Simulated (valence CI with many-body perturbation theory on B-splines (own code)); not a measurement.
# Basis-set convergence for Dy⁴⁵⁺

Computed by relativistic CI+MBPT: three valence electrons over a frozen Dirac-Fock core [Ar], radial functions for each j: 7 s, 7 p, 8 d, 6 f, 4 g, 1 h, with the one-electron correlation potential Σ1 (screened to all orders), the two-electron term Σ2, the three-electron term Σ3, Breit, model QED; selected single and double excitations, second order for the rest, scaled by the run's own slope (own B-spline code, finite nucleus).

The last digits are not significant, and no measured levels were compared; by estimate large intervals hold to a few tenths of a per cent, small ones and those within an open d or f shell to about a per cent. Only levels of the ground parity were solved; by the run's estimate the other parity begins above the list, which can be wrong where configurations are misplaced.

The reference run has the lowest level (3d3/2^3) J=3/2 and an ionisation energy of 3725.46 eV. Its largest variational space holds 4703 state functions.

Levels are named by their leading jj configuration (3d3/2^4 stands for four electrons in 3d with j = 3/2), which in mixed levels can hold well under half, so a name can repeat and another be missing. Letters in brackets count levels of one name in rising energy.

Changed runs:
A. basis 6 s, 6 p, 5 d, 5 f, 1 g
B. basis 5 s, 5 p, 4 d, 4 f

Excitation energies of the reference run in cm⁻¹, and shifts in cm⁻¹:

```
                    Level  Reference      A      B
(3d3/2^2 3d5/2) J=5/2 [a]     287533   -232   -385
    (3d3/2^2 3d5/2) J=3/2     334485    -55   +8.7
    (3d3/2^2 3d5/2) J=7/2     355476   +4.1    +93
    (3d3/2^2 3d5/2) J=9/2     360196    +99   +312
    (3d3/2^2 3d5/2) J=1/2     370351    +51   +223
(3d3/2^2 3d5/2) J=5/2 [b]     520596   +256   +564
(3d3/2 3d5/2^2) J=7/2 [a]     639221   -145   -187
    (3d3/2 3d5/2^2) J=9/2     668506    -86    -25
(3d3/2 3d5/2^2) J=3/2 [a]     704449    -10    +34
    (3d3/2 3d5/2^2) J=1/2     724362   +128   +383
   (3d3/2 3d5/2^2) J=11/2     737269   +183   +566
(3d3/2 3d5/2^2) J=5/2 [a]     743899   +120   +337
   Ionisation energy (eV)    3725.46  -0.07  -0.10
```
